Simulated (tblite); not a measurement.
Compound: C6H10N3 (charge +1).
Atom-mapped SMILES: `[CH2:1]=[CH:2][c:3]1[cH:4][n+:5]([CH3:6])[n:7][n:8]1[CH3:9]` (hydrogens: H10, H11 on C1; H12 on C2; H13 on C4; H14, H15, H16 on C6; H17, H18, H19 on C9)

The geometry is computed with GFN2-xTB (gas phase).

(1) List the bond lengths, angles and torsions at this level.

## Answers

(1) 
```tsv
bond	length (bohr)
C1=C2	2.513
C2–C3	2.725
C3–C4	2.624
C4–N5	2.542
N5–C6	2.708
N5–N7	2.451
N7–N8	2.460
N8–C9	2.709
C3–N8	2.574
C1–H10	2.032
C1–H11	2.034
C2–H12	2.041
C4–H13	2.022
C6–H14, C6–H15, C6–H16	2.059
C9–H17, C9–H18, C9–H19	2.059
```

Bonds in one row agree within 0.02 bohr and their mean is given. A selection of angles:
```tsv
angle	degrees
C1–C2–C3	123.7
C2–C3–C4	131.9
C2–C3–N8	124.0
C4–C3–N8	104.1
C3–C4–N5	106.0
C4–N5–C6	127.9
C4–N5–N7	111.2
C6–N5–N7	120.8
N5–N7–N8	107.2
N7–N8–C9	120.1
C3–N8–N7	111.5
C3–N8–C9	128.4
```

Dihedral angles: C1–C2–C3–C4 -3° (synperiplanar). The mirror-image conformer, all signs reversed, is as good.

The 9 heavy atoms lie in one plane (0.009 Å rms). The C–C distances run from 1.330 Å (C1=C2, drawn double) to 1.442 Å (C2–C3, drawn single), a spread of 0.112 Å. The 5-membered ring C3–C4–N5–N7–N8 has internal angles of 104.1° to 111.5°; it is planar, 0.00 Å rms from its mean plane, widest ring torsion 0°. C4 (aromatic CH next to a ring nitrogen) is planar (angles 130.9°, 123.1° and 106.0°, sum 360.0°, 0.00 Å off the plane of its three neighbours). The C–N distances run from 1.345 Å (C4–N5, aromatic) to 1.433 Å (N8–C9, drawn single), a spread of 0.088 Å. Of the pairs four or more bonds apart, C9···H12 is among the closest relative to their van der Waals radii: 2.71 Å, 93 % of the sum of Bondi's values. C2 (alkene CH carbon) is planar (angles 123.7°, 120.4° and 115.9°, sum 360.0°, 0.00 Å off the plane of its three neighbours).

Point group: near Cs, missed by 0.15 Å at most; the miss may be what the optimiser left on a soft mode. Its GFN2-xTB frequencies are all real (lowest 67 cm⁻¹). 2 starts were optimised and ended at 0.00 and 0.37 kcal/mol (GFN2-xTB); the lowest of these is shown.
